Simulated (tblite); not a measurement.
Species: C₇H₈NPS.
InChI=1S/C7H8NPS/c1-4-6-7(8(2)3)10-5-9-6/h1,5H,2-3H3

Calculated harmonic vibrations of the isolated species, GFN2-xTB (tblite), most abundant isotopes, no scaling. This tight-binding method is rough: wavenumbers can miss measured ones by several per cent, in bad cases by 10 to 20.

Harmonic wavenumbers (cm⁻¹): 48.7, 89.8, 110.7, 143.2, 165.5, 187.6, 228.4, 266.9, 286.0, 338.0, 361.1, 410.9, 429.8, 435.0, 475.0, 515.1, 563.0, 623.2, 639.4, 655.1, 802.9, 868.3, 929.3, 976.4, 1050.8, 1062.2, 1085.8, 1120.0, 1160.1, 1164.8, 1242.4, 1328.3, 1407.4, 1419.8, 1468.8, 1473.8, 1476.2, 1485.2, 1516.7, 2235.7, 2896.0, 2907.8, 2998.6, 3010.1, 3021.2, 3061.4, 3121.3, 3399.9.

A = 1229, B = 1080, C = 593.3 MHz; mass 169.012 u (most abundant isotopes); point group C1, symmetry number 1.

**Question.** What is the zero-point energy?

**Answer.** ½Σν̃ = 28332 cm⁻¹ = 338.92 kJ/mol.

**Question.** Give the ideal-gas entropy at 200 K and 1 bar in the rigid-rotor, harmonic-oscillator model (classical rotation).

**Answer.** Translation 164.54, rotation 122.18, vibration 89.62: S = 376.3 J/(mol K).

**Question.** And Cp and H(200 K) − H(0)?

**Answer.** Cp = 138.48 J/(mol K), of which vibrations give 105.23 (their classical limit is 48 R = 399.1); H(200 K) − H(0) = 16.92 kJ/mol without the zero-point energy, 10.27 from vibrations.

**Question.** How do the functions run with temperature in this model?

**Answer.** 
| T (K) | S (J/(mol K)) | Cp (J/(mol K)) | H − H(0) (kJ/mol) | G − H(0) (kJ/mol) | ln q(vib) |
| --- | --- | --- | --- | --- | --- |
| 50 | 252.2 | 55.1 | 2.06 | -10.55 | 0.44 |
| 100 | 300.0 | 85.9 | 5.60 | -24.40 | 1.64 |
| 298.15 | 439.7 | 180.8 | 32.64 | -98.47 | 7.64 |
| 373.15 | 483.4 | 209.2 | 47.29 | -133.11 | 9.92 |
| 500 | 550.4 | 249.0 | 76.45 | -198.76 | 13.66 |
| 750 | 662.5 | 303.2 | 146.03 | -350.87 | 20.50 |
| 1000 | 754.9 | 338.2 | 226.50 | -528.39 | 26.63 |

q(vib) and H(0) count from the zero-point level.

**Question.** Which modes carry the vibrational entropy at 200 K?

**Answer.** 48.7 cm⁻¹: 17.08; 89.8 cm⁻¹: 12.09; 110.7 cm⁻¹: 10.42; 143.2 cm⁻¹: 8.43; 165.5 cm⁻¹: 7.34; 187.6 cm⁻¹: 6.43 J/(mol K); the other 42 give 27.84 together.

**Question.** What must be added to the electronic energy to get the Gibbs energy at 200 K and 1 bar?

**Answer.** ZPE + [H(200 K) − H(0)] − T·S = 338.92 + 16.92 − 75.27 = 280.57 kJ/mol.

**Question.** Blend soft modes into free rotors: weight 1/[1 + (100 cm⁻¹/ν̃)⁴] for the oscillator and the rest for a rotor with moment μB/(μ + B), μ = h/(8π²ν), B = 10⁻⁴⁴ kg m². What vibrational entropy results?

**Answer.** 85.45 J/(mol K) in place of 89.62, which changes −T·S at 200 K by +0.83 kJ/mol.

Hindered rotation and anharmonicity are outside this model. The structure is chiral; the term R ln 2 for an equal mix with its mirror image is left out.

Shape of the structure used: `[CH:1]#[C:2][c:3]1[p:4][cH:5][s:6][c:7]1[N:8]([CH3:9])[CH3:10]`: S6–C7–N8–C9 -138°.
